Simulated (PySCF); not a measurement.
C5H5FNO: g tensor and hyperfine couplings

C5H5FNO (doublet state).
SMILES with atom numbers: `[H]/[N:1]=[CH:2]\[C:3]1=[CH:4][CH:5][C@@H:6]([F:7])[O:8]1` (hydrogens: H9 on N1; H10 on C2; H11 on C4; H12 on C5; H13 on C6)

Structure used (GFN2-xTB), in Å, numbered top down from 1:
```
atom  x, y, z in Å
N1     2.8475   -0.3952    0.4738
C2     1.9506   -0.1731   -0.4058
C3     0.5458   -0.0575   -0.2104
C4    -0.2316   -0.1435    0.9693
C5    -1.5333    0.0305    0.6333
C6    -1.5811    0.2709   -0.8427
F7    -2.0459    1.5394   -1.1386
O8    -0.2652    0.1588   -1.2873
H9     2.4939   -0.5011    1.4234
H10    2.2904   -0.0562   -1.4299
H11    0.1608   -0.3168    1.9523
H12   -2.4015    0.0534    1.2580
H13   -2.2347   -0.4091   -1.4131
```

The hyperfine couplings belong to this conformer and change with its torsions.

The calculation used UKS B3LYP, pcH-1 on C F H N O, non-relativistic, mean-field spin-orbit, GIAO (PySCF 2.14.0). Geometry: GFN2-xTB, one conformer, isolated molecule. A GFN2-xTB geometry isn't a minimum of the functional, and hyperfine couplings can be far from their values at a DFT geometry. The SCF solution wasn't tested for stability. ⟨S²⟩ is 0.779 where a pure state has 0.75.

```json
{"g1, g2, g3": "2.00169, 2.00368, 2.00429", "g_iso": "2.00322", "Form of g": "rhombic: the two nearest values differ by 23 % of g3 − g1", "⟨S²⟩": "0.7792 (exact 0.7500)", "HOMO–LUMO gap, α and β orbitals": "4.46, 4.28 eV", "Total energy": "-423.30673 Eh"}
```

Isotropic coupling and dipolar principal values T1 to T3, in MHz:

| atom | isotope | a_iso | T1 | T2 | T3 | Mulliken spin population |
| --- | --- | --- | --- | --- | --- | --- |
| N1 | 14N | 12.0 | -15.9 | -15.6 | 31.4 | 0.34 |
| C2 | 13C | -33.2 | -19.2 | 6.8 | 12.4 | -0.16 |
| C3 | 13C | 49.7 | -45.3 | -44.0 | 89.3 | 0.50 |
| C4 | 13C | -33.7 | -21.8 | 10.1 | 11.7 | -0.19 |
| C5 | 13C | 35.4 | -33.1 | -31.2 | 64.2 | 0.41 |
| C6 | 13C | -8.1 | -1.9 | -0.2 | 2.1 | -0.01 |
| F7 | 19F | 240.7 | -60.5 | -60.0 | 120.5 | 0.02 |
| O8 | 17O | -12.6 | -34.4 | 16.2 | 18.2 | 0.07 |
| H9 | 1H | -22.3 | -15.5 | -4.7 | 20.2 | -0.01 |
| H10 | 1H | 5.3 | -4.3 | -1.1 | 5.4 | 0.00 |
| H11 | 1H | 7.8 | -4.0 | -1.5 | 5.5 | 0.01 |
| H12 | 1H | -28.0 | -16.1 | -0.7 | 16.9 | -0.02 |
| H13 | 1H | 49.8 | -1.9 | -1.2 | 3.1 | 0.02 |

Largest spin populations (Mulliken): C3 (+0.50), C5 (+0.41), N1 (+0.34) and C4 (-0.19). Three atoms exceed +0.15. The positive populations add up to 1.38 and the negative ones to -0.38, together 2S = 1. The angles at C3 add up to 360.0°, so it is planar.

The SMILES `[H]/N=C\C1=C[CH][C@@H](F)O1` draws the unpaired electron on C5, whose computed spin population is only +0.41.

Axes: g2 points within 14° of the C2–C3 bond and g3 points within 7° of the C5–C6 bond.

Under fast tumbling the dipolar parts average out, and these isotropic splittings remain (the largest six): 1 × 19F (F7, I = 1/2, 2 lines) with 8.59 mT, 1 × 1H (H13, I = 1/2, 2 lines) with 1.78 mT, 1 × 1H (H12, I = 1/2, 2 lines) with 1.00 mT, 1 × 1H (H9, I = 1/2, 2 lines) with 0.80 mT, 1 × 14N (N1, I = 1, 3 lines) with 0.43 mT and 1 × 1H (H11, I = 1/2, 2 lines) with 0.28 mT.

The 13C coupling of C3 (49.7 MHz) shows only in satellite lines or after enrichment, since that isotope makes up about 1.07 % of natural carbon.

The 17O coupling of O8 (-12.6 MHz) shows only in satellite lines or after enrichment, since that isotope makes up about 0.038 % of natural oxygen.
